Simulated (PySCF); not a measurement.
**Bond length, frequency and bond energy of MgBi⁺ by level of theory**

State: ³Σ⁻ (triplet), unpaired electrons π ↑↑. Set-up: basis Mg aug-cc-pVDZ, Bi aug-cc-pVDZ-PP with ECP60; scalar-relativistic core potentials; PySCF 2.14. De refers to Mg + Bi⁺ in their high-spin ground configurations, without counterpoise correction. The functionals are run spin-unrestricted. A positive dipole points towards Bi; it is taken about the centre of mass and depends on that origin. Levels whose curve was spin-contaminated or gave no clean fit are not listed.

| Level | Re (Å) | ωe (cm⁻¹) | De (eV) | μ (D) |
| --- | --- | --- | --- | --- |
| ROHF | 2.865 | 222 | n/a | -9.86 |
| ROHF-MP2 | 2.819 | 242 | n/a | n/a |
| ROHF-SCS-MP2 | 2.844 | 231 | n/a | n/a |
| PBE | 2.837 | 224 | n/a | -8.68 |
| revPBE | 2.861 | 217 | n/a | -8.75 |
| TPSSh | 2.827 | 227 | n/a | -9.09 |
| PBE0 | 2.824 | 227 | n/a | -9.00 |

(1) What does a quarter of exact exchange do here, going from PBE to PBE0?

(2) What does second-order correlation do here, going from ROHF to ROHF-MP2?

Correlated steps freeze 5 core orbitals. These are scalar-relativistic numbers at best; spin–orbit coupling would shift them, the dissociation energy most. UHF is strongly spin-contaminated for MgBi⁺, so the ROHF reference used there is far from stable. The state is the lowest determinant that a PBE0 search found; another state may lie lower at other levels.

The whole job (state search and all levels along the bond) took about 2.2 min on 1 thread of Arm Neoverse V2 (shared host), peak memory 0.84 GiB.

Results:

(1) PBE0 less PBE: -1.3 pm in Re, +1.3 % in ωe. Exact exchange removes part of the self-interaction that spreads semilocal densities, and in most molecules shortens and stiffens the bond and lowers De; so it does here.

(2) ROHF-MP2 less ROHF: -4.6 pm in Re, +9.0 % in ωe. Correlation nearly always deepens the well. The bond shortens, as in weak, metallic or heavy-atom bonds, where dispersion and the correlation of outer-core electrons pull the atoms together.
